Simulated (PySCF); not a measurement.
## Al: excitation energy

Al [Ne] 3s2 3p1 (2P) → Al [Ne] 3s1 3p1 4s1 (4P), as a difference of total energies. Computed with PySCF 2.14 in aug-cc-pVQZ-DK, with the spin-free X2C one-electron Hamiltonian (Gaussian nucleus). Correlated levels: valence: [Ne] frozen. The calculations carry no spin-orbit coupling.

```tsv
method	excitation energy (eV)
UHF	6.384
MP2 (valence)	7.248
SCS-MP2 (valence)	7.508
CCSD (valence)	7.499
CCSD(T) (valence)	7.530
```

Question: How much does correlation contribute at CCSD(T) (valence)?

Answer: 7.530 − (6.384) = 1.146 eV, measured against UHF.

The upper state lies above the first ionisation limit, but in LS coupling its spin forbids autoionisation to the ground ion. A Rydberg-like electron needs more diffuse functions than a valence basis has.

The promoted electron is Rydberg-like, and one or two diffuse shells describe it only roughly, which tends to raise the upper state.
